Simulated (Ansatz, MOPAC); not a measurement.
System: BrCl, charge 0, multiplicity 1. SMILES: BrCl

Atoms: Cl1, Br2. Bonds: Cl1-Br2.

Bond lengths (Å) and angles (degrees) optimised at PM6 with MOPAC; HF/STO-3G with Ansatz (a quantum-chemistry and plane-wave program); PBE/6-31G* with LANL2DZ past Ar with Ansatz; B3LYP/LANL2DZ with Ansatz; B3LYP/6-31G* with LANL2DZ past Ar with Ansatz; MP2/6-31G* with LANL2DZ past Ar with Ansatz, each started from the B3LYP-D3(BJ)/def2-TZVP structure (Ansatz) of the last column. A row stands for all coordinates that are equal there. 6-31G* holds six Cartesian d functions.

```
coordinate    PM6  HF/STO-3G  PBE/6-31G* with LANL2DZ past Ar  B3LYP/LANL2DZ  B3LYP/6-31G* with LANL2DZ past Ar  MP2/6-31G* with LANL2DZ past Ar  B3LYP-D3(BJ)/def2-TZVP
----------  -----  ---------  -------------------------------  -------------  ---------------------------------  -------------------------------  ----------------------
Cl1-Br2     2.177      2.173                            2.277          2.361                              2.275                            2.269                   2.165
```

Mean signed difference of all 1 bond lengths from B3LYP-D3(BJ)/def2-TZVP: PM6 0.012 Å, HF/STO-3G 0.008 Å, PBE/6-31G* with LANL2DZ past Ar 0.112 Å, B3LYP/LANL2DZ 0.196 Å, B3LYP/6-31G* with LANL2DZ past Ar 0.110 Å, MP2/6-31G* with LANL2DZ past Ar 0.104 Å.
